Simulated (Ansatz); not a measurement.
# A geometry optimisation of CH7NSi2 with B3LYP-D3(BJ)/def2-SVP

The starting geometry of this gas-phase singlet was optimised with GFN2-xTB; its bonds are those of `C1[SiH2]N[SiH2]1`.

```
atom    x (Å)    y (Å)    z (Å)
   C  -2.1021  -1.2129   0.3502
   N  -1.0986   1.0260   0.5080
  Si  -0.3250  -0.5137   0.2481
  Si  -2.7729   0.5574   0.6201
   H  -2.2784  -1.9013   1.1711
   H  -2.4535  -1.7028  -0.5526
   H   0.3422  -0.6139  -1.0516
   H   0.5906  -0.8868   1.3275
   H  -0.6882   1.9424   0.5672
   H  -3.5978   1.1132  -0.4544
   H  -3.3673   0.8424   1.9279
```

Predict what becomes of its bonds when it is optimised with B3LYP-D3(BJ)/def2-SVP.

It keeps its bonds, and is `C1[SiH2]N[SiH2]1`.

The energy falls by 0.16 eV over 7 steps:

```
step  E − E(last) (eV)
   1             0.156
   2             0.013
   3             0.002
   4             0.000
   5             0.000
   6             0.000
   7             0.000
```

Final geometry (Å):

```xyz
11

C    -2.1073   -1.2243    0.3478
N    -1.0659    1.0997    0.5086
Si   -0.3555   -0.4846    0.2547
Si   -2.7306    0.5548    0.6145
H    -2.2790   -1.9088    1.1920
H    -2.4584   -1.7066   -0.5767
H     0.3450   -0.6607   -1.0546
H     0.5868   -0.9336    1.3255
H    -0.6524    2.0225    0.5724
H    -3.6371    1.0820   -0.4514
H    -3.3965    0.8096    1.9289
```

Frequencies at the end are all real (lowest 132 cm⁻¹). Run with Ansatz 0.2.0, 24 s on 2 threads of Intel(R) Xeon(R) Platinum 8375C CPU @ 2.90GHz (Ice Lake), with other jobs on the host.
